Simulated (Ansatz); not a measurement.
Calculated with Ansatz (gas phase, PBE0-D4/def2-TZVP geometries, no zero-point term in ΔE). CCSD(T)/CBS is the MP2 limit (def2-TZVPP, def2-QZVPP) plus CCSD(T) − MP2 in def2-TZVPP, frozen cores. DFT in def2-TZVPP. Each species was taken in one conformer, which may not be the lowest.

Reaction (redistribution): `B[SiH](B)O` + `[OH][Al]([F])[O][SiH3]` → `B[O][Al]([OH])[F]` + `B[SiH](O)[SiH3]`

```tsv
level	ΔE (kcal/mol)
r2SCAN0-D4	-14.0
CAM-B3LYP-D4	-13.6
r2SCAN	-14.3
HF/def2-SVP	-14.7
```

Task: What does CCSD(T)/CBS give? (An estimate is asked.)

Result: Ansatz gave: -12.5 kcal/mol. The listed levels differ from it by -1.5, -1.1, -1.8, -2.2 kcal/mol.

Largest T1 diagnostic among the species: 0.014.

From BLYP to BHLYP (50 % exact exchange), in def2-TZVPP and without D4, ΔE moves by +2.5 kcal/mol. At CCSD(T), def2-SVP lies −6.6 kcal/mol from the extrapolated value and def2-TZVPP −0.3 kcal/mol.
